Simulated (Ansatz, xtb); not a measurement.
Two structures of BGeH5OSi

Structure a: a singlet given by its coordinates. Structure b: `[BH]1O[SiH2][GeH2]1`, a singlet. Both are isolated molecules in the gas phase, relaxed with BLYP-D3(BJ)/def2-SVP.

a (Å):

```json
{"atom": "B", "x (Å)": "-0.0112", "y (Å)": "-2.6540", "z (Å)": "-0.3762"}
{"atom": "Ge", "x (Å)": "0.6387", "y (Å)": "-0.1411", "z (Å)": "-2.8366"}
{"atom": "O", "x (Å)": "0.4064", "y (Å)": "-1.4745", "z (Å)": "-0.9102"}
{"atom": "Si", "x (Å)": "1.1428", "y (Å)": "0.0872", "z (Å)": "-0.4515"}
{"atom": "H", "x (Å)": "0.1169", "y (Å)": "-2.8326", "z (Å)": "0.8217"}
{"atom": "H", "x (Å)": "-0.4938", "y (Å)": "-3.4825", "z (Å)": "-1.1208"}
{"atom": "H", "x (Å)": "-0.8357", "y (Å)": "0.4397", "z (Å)": "-2.4883"}
{"atom": "H", "x (Å)": "0.2802", "y (Å)": "0.6656", "z (Å)": "0.6370"}
{"atom": "H", "x (Å)": "2.4781", "y (Å)": "-0.2446", "z (Å)": "0.1581"}
```

Close contacts (Å): B1–O3 1.36, Ge2–O3 2.35, Ge2–Si4 2.45, O3–Si4 1.79, B1–H5 1.22, B1–H6 1.21, Ge2–H7 1.62, Si4–H8 1.50, Si4–H9 1.50.

b (Å):

```xyz
9

B     0.6701    1.0187   -0.7433
Ge    1.3292    0.7855   -2.7693
O     0.8058   -0.2350   -0.2358
Si    1.4304   -1.2863   -1.5186
H     0.2583    1.9416   -0.0730
H     0.4422   -2.3991   -1.7155
H     2.7224   -1.8769   -1.0331
H     2.6853    1.3752   -3.2527
H     0.3259    0.8332   -3.9576
```

Problem. Estimate which is lower in electronic energy at CCSD(T)/def2-SVP + ΔMP2/def2-TZVPP, and by roughly how much.

Solution. The CCSD(T)/def2-SVP + ΔMP2/def2-TZVPP calculation puts structure b lower, by 0.894 eV.

Level by level:

```
                             level              geometry  E(b) − E(a) (eV)  departure from the last row (eV)  job, with rough time for the two
              BLYP-D3(BJ)/def2-SVP  BLYP-D3(BJ)/def2-SVP              −0.449                            +0.445                optimisation, 28 s
                       HF/def2-SVP  BLYP-D3(BJ)/def2-SVP              −0.604                            +0.290           part of the CCSD(T) run
                      MP2/def2-SVP  BLYP-D3(BJ)/def2-SVP              −0.902                            −0.008           part of the CCSD(T) run
                  CCSD(T)/def2-SVP  BLYP-D3(BJ)/def2-SVP              −0.773                            +0.121                      single point
CCSD(T)/def2-SVP + ΔMP2/def2-TZVPP  BLYP-D3(BJ)/def2-SVP              −0.894                                                  single point, 27 s
```

The levels shown agree on the order. The largest departure from CCSD(T)/def2-SVP + ΔMP2/def2-TZVPP is that of BLYP-D3(BJ)/def2-SVP, 0.445 eV. Levels run at GFN2-xTB geometries aren't shown. The last row adds to CCSD(T) the change of the MP2 difference between the two basis sets, here −0.121 eV.

With harmonic frequencies from BLYP-D3(BJ)/def2-SVP (ideal gas, rigid rotor, one conformer each, 600 K, 1 atm): on the last row, ΔE + ΔZPE = −0.889, ΔH = −0.917, ΔG = −0.754 eV.

The correlated steps freeze 16 core orbitals; the filled d shell of Ge is correlated, in a basis made for valence electrons. Mirror images aren't counted in ΔG. Codes used: Ansatz 0.2.0; the last row on 2 threads of Arm Neoverse V1 on a shared host.
